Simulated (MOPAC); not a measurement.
MOPAC input (AM1):

```
AM1 PRECISE GNORM=0.05 LET XYZ CHARGE=1 GEO-OK AUX(PRECISION=9) THREADS=1
FSn

Sn   -0.00000000 1   -0.00000000 1   -0.28788838 1
F     0.00000000 1    0.00000000 1    1.59937991 1
```

From the last part of the output:

```
                                                       MOPAC v23.2.5 Linux

          FINAL HEAT OF FORMATION =        104.05483 KCAL/MOL =     435.36542 KJ/MOL

          COSMO AREA              =         87.96 SQUARE ANGSTROMS
          COSMO VOLUME            =         75.56 CUBIC ANGSTROMS

          GRADIENT NORM           =          0.00479          =       0.00339 PER ATOM
          IONIZATION POTENTIAL    =         14.134342 EV
          HOMO LUMO ENERGIES (EV) =        -14.134 -4.742
          NO. OF FILLED LEVELS    =          5
          MOLECULAR WEIGHT        =        137.6884         POINT GROUP:  C*v

          MOLECULAR DIMENSIONS (Angstroms)

            Atom       Atom       Distance
            F     2   Sn     1     1.85324
            F     2   Sn     1     0.00000
           Sn     1    F     2     0.00000

          SCF CALCULATIONS        =          7

   ATOM   CHEMICAL          X               Y               Z
  NUMBER   SYMBOL      (ANGSTROMS)     (ANGSTROMS)     (ANGSTROMS)

     1      Sn          0.00000000  *   0.00000000  *  -0.27087197  *
     2       F          0.00000000  *   0.00000000  *   1.58236350  *

                             CARTESIAN COORDINATES

   1   Sn        0.000000000     0.000000000    -0.270871967
   2    F        0.000000000     0.000000000     1.582363497

           Empirical Formula: Sn F  =     2 atoms

      MOLECULAR POINT GROUP   :   C*v

                  EIGENVALUES
 -51.04047 -18.83116 -17.95462 -17.95462 -14.13434  -4.74183  -4.74183  -2.42957

              NET ATOMIC CHARGES AND DIPOLE CONTRIBUTIONS

  ATOM NO.   TYPE          CHARGE      No. of ELECS.   s-Pop       p-Pop
    1         Sn           1.607363        2.3926     1.94742     0.44521
    2          F          -0.607363        7.6074     1.87248     5.73488
 DIPOLE           X         Y         Z       TOTAL
 POINT-CHG.     0.000     0.000    -6.635     6.635
 HYBRID         0.000    -0.000     2.941     2.941
 SUM            0.000    -0.000    -3.693     3.693

          ATOMIC ORBITAL ELECTRON POPULATIONS

     Atom    s        px        py        pz
    1 Sn   1.94742   0.10379   0.10379   0.23763
    2  F   1.87248   1.89621   1.89621   1.94246

 **********************
 *                    *
 * JOB ENDED NORMALLY *
 *                    *
 **********************

 == MOPAC DONE ==
```

The dipole moment of an ion depends on the origin.
